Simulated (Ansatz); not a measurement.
Stepwise reaction of `C[O][Al]([Cl])[Cl]` with ammonia, as a gas-phase model of exchange steps in deposition or etching. ΔE in kJ/mol; ΔG adds harmonic PBE0-D4 terms to CCSD(T)/CBS, at 1 bar.

Program: Ansatz. Geometries: PBE0-D4/def2-TZVP. ΔE: electronic, gas phase. CCSD(T)/CBS adds triple-zeta CCSD(T) − MP2 to the extrapolated MP2 energy (def2 sets, frozen cores). This one scheme is used for every species. Functionals use def2-TZVPP. B3LYP here is the variant with VWN-RPA as its local correlation; programs differ in this. One conformer a species, not always the lowest.

```csv
step,reaction,PBE-D4,B3LYP-D4,ωB97M-V,CCSD(T)/CBS,ΔG(400 K)
1,`C[O][Al]([Cl])[Cl]` + NH₃ → `C[O][Al]([NH2])[Cl]` + HCl,66.3,64.2,65.8,66.8,59.3
2,`C[O][Al]([NH2])[Cl]` + NH₃ → `C[O][Al]([NH2])[NH2]` + HCl,87.8,86.1,88.0,86.9,72.2
```

Problem. By hand: ΔE of the 2 steps together at CCSD(T)/CBS.

Solution. (66.8) + (86.9) = 153.7 kJ/mol, or 76.8 kJ/mol a step.

In ΔE each step is higher than the one before. All are uphill at CCSD(T)/CBS. ΔG lies between 59.3 and 72.2 kJ/mol a step. PBE-D4 differs from CCSD(T)/CBS by -0.5 to 0.9 kJ/mol a step. Isolated molecules leave out the surface, adducts and barriers. Largest T1 diagnostic: 0.010.
